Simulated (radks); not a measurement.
Valence configurations of Pr III (all share [Xe]). Calculated with a radial shooting solver on a logarithmic mesh with Libxc functionals: scalar-relativistic Kohn-Sham, PBE, spin-polarised, spherical densities, point nucleus; open shells are filled with parallel spins first (spin-orbit coupling, left out, can overturn this in heavy ions). Energies are relative to 4f3; eigenvalues in eV for spin up.

\begin{tabular}{lrrrrrr}
valence & E (eV) & moment (Bohr magnetons) & e(4f) & e(5d) & e(6p) & e(6s) \\ \hline
4f3 & 0.000 & 3 & -14.534 & - & - & - \\
4f2 6s1 & 3.913 & 3 & -22.378 & - & - & -15.535 \\
4f2 6p1 & 7.922 & 3 & -23.413 & - & -12.096 & - \\
4f2.5 5d0.5 & 0.836 & 3 & -17.066 & -14.560 & - & - \\
4f1 6s2 & 15.050 & 1 & -31.593 & - & - & -17.011 \\
4f2 5d1 & 2.587 & 3 & -19.844 & -15.397 & - & - \\
4f1 5d2 & 9.259 & 3 & -25.998 & -17.076 & - & - \\
6s2 6p1 & 38.657 & 1 & - & - & -14.582 & -19.513 \\
6s1 6p2 & 42.382 & 3 & - & - & -15.392 & -20.417 \\
4f1 5d1.5 6s0.5 & 10.340 & 3 & -27.370 & -17.959 & - & -15.674 \\
\end{tabular}

NIST lists [Xe] 4f3 as the ground configuration; this level of theory agrees among the configurations tried. The energies are those of spherical high-spin densities, not of single terms.
